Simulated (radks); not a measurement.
Values are calculated unless marked as measured or tabulated.
Question: Species: Pm V. Configuration: [Kr] 4d10 4f3 5s2 5p4 5d2 (not the ground configuration). Level of theory: Dirac Kohn-Sham, LDA (Slater exchange, Perdew-Wang correlation), spin-unpolarised, spherical densities, point nucleus; open shells fill j = l - 1/2 first (a radial shooting solver on a logarithmic mesh with Libxc functionals). Some entries of the table are withheld. Estimate them.

| orbital | occ. | eigenvalue (eV) | <r^2> (bohr^2) | <1/r> (bohr^-1) |
|---|---|---|---|---|
| 1s1/2 | 2 | -44993.43 | 0.0007326 | 67.38 |
| 2s1/2 | 2 | -7360.945 | 0.01152 | 15.98 |
| 2p1/2 | 2 | (1) | (2) | 15.97 |
| 2p3/2 | 4 | (3) | (4) | 14.29 |
| 3s1/2 | 2 | -1650.919 | 0.07766 | 5.795 |
| 3p1/2 | 2 | -1485.639 | 0.07270 | 5.713 |
| 3p3/2 | 4 | -1373.231 | 0.07999 | 5.291 |
| 3d3/2 | 4 | -1084.921 | 0.06458 | 5.165 |
| 3d5/2 | 6 | -1060.551 | 0.06663 | 5.059 |
| 4s1/2 | 2 | -373.3370 | 0.3942 | 2.427 |
| 4p1/2 | 2 | -310.3144 | 0.4166 | 2.324 |
| 4p3/2 | 4 | -285.3054 | 0.4560 | 2.183 |
| 4d3/2 | 4 | -181.2366 | (5) | 1.971 |
| 4d5/2 | 6 | -176.7317 | (6) | 1.937 |
| 5s1/2 | 2 | -88.5318 | 2.059 | 0.9890 |
| 5p1/2 | 2 | -69.8156 | 2.470 | 0.8955 |
| 5p3/2 | 2 | -65.5454 | 2.702 | 0.8483 |
| 4f5/2 | 3 | (7) | 0.9089 | 1.478 |
| 4f7/2 | 0 | (8) | 0.9236 | 1.466 |
| 5d3/2 | 2 | -39.1422 | 4.362 | 0.6581 |
| 5d5/2 | 0 | -38.6035 | 4.471 | 0.6488 |

Answer: 
(1) 2p1/2 eigenvalue (eV): -6976.136
(2) 2p1/2 <r^2> (bohr^2): 0.008397
(3) 2p3/2 eigenvalue (eV): -6416.640
(4) 2p3/2 <r^2> (bohr^2): 0.009645
(5) 4d3/2 <r^2> (bohr^2): 0.5263
(6) 4d5/2 <r^2> (bohr^2): 0.5414
(7) 4f5/2 eigenvalue (eV): -55.7368
(8) 4f7/2 eigenvalue (eV): -55.1396
